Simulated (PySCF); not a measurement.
A PySCF script (with the pyscf-properties extension) for the NMR shieldings of `CS[SiH2]BCCC`, C₄H₁₃BSSi, on a GFN2-xTB geometry:

```python
import basis_set_exchange as bse
import numpy as np
from pyscf import gto, dft
from pyscf.prop import nmr

atoms = """
C    -2.570003    0.920501   -0.077697
C    -2.206245   -0.379686   -0.783330
C    -1.611570   -1.399315    0.193104
B    -0.206640   -1.101717    0.823161
Si    1.054431    0.163872    0.040014
S     3.051175   -0.627076    0.326924
C     4.022849    0.667485   -0.495182
H    -3.004378    1.629919   -0.778173
H    -1.685758    1.371913    0.366770
H    -3.294294    0.734168    0.712925
H    -3.106048   -0.794490   -1.245358
H    -1.491391   -0.170243   -1.580804
H    -1.472970   -2.348731   -0.343840
H    -2.362376   -1.626187    0.956763
H     0.080491   -1.717174    1.780542
H     1.119542    1.510334    0.640253
H     1.025458    0.445587   -1.407028
H     3.721068    0.741501   -1.535261
H     5.065567    0.375889   -0.428479
H     3.865943    1.614130    0.012267
"""
names = dict.fromkeys(["C", "B", "Si", "S", "H"], "pcSseg-1")
basis = {el: gto.basis.parse(bse.get_basis(n, elements=[el], fmt="nwchem")) for el, n in names.items()}
mol = gto.M(atom=atoms, basis=basis, charge=0, verbose=0)
mf = dft.RKS(mol, xc="PBE0")
mf.grids.level = 2
mf.grids.alignment = dft.numint.BLKSIZE   # the property module wants whole blocks of grid points
mf.conv_tol = 1e-9
mf.kernel()

calc = nmr.RKS(mf)   # GIAO
C = mf.mo_coeff
Co = C[:, mf.mo_occ > 0]
resp = mf.gen_response(singlet=True, hermi=2)
def vind(x):   # induced exchange potential for any number of trial vectors
    d = np.einsum("pi,xij,qj->xpq", C, 2 * x.reshape(-1, C.shape[1], Co.shape[1]), Co, optimize=True)
    return np.einsum("xpq,pi,qj->xij", resp(d - d.transpose(0, 2, 1)), C, Co, optimize=True).ravel()
mo1, _ = nmr.rhf.solve_mo1(calc, with_cphf=vind)
sigma = calc.kernel(mo1)
for i, s in enumerate(sigma):   # ppm
    print("%2d %-2s %9.2f" % (i, mol.atom_pure_symbol(i), np.trace(s) / 3))
```

Q: Give the expected output.

A: 
```
 0 C     166.01
 1 C     160.60
 2 C     140.07
 3 B     -12.75
 4 Si    401.59
 5 S     732.74
 6 C     168.87
 7 H      30.46
 8 H      31.16
 9 H      30.93
10 H      29.90
11 H      29.59
12 H      30.13
13 H      29.08
14 H      21.78
15 H      26.80
16 H      26.82
17 H      29.75
18 H      29.53
19 H      29.64
```

These numbers come from an equivalent density-fitted implementation of the same equations, which agrees with the script to about 0.01 ppm for H and up to a few tenths of a ppm for heavy atoms, so last digits may differ.

Size and cost of the density-fitted run: 198 basis functions, 67 s wall time on 1 thread of an Arm Neoverse N1, shared host; peak memory 0.93 GiB.
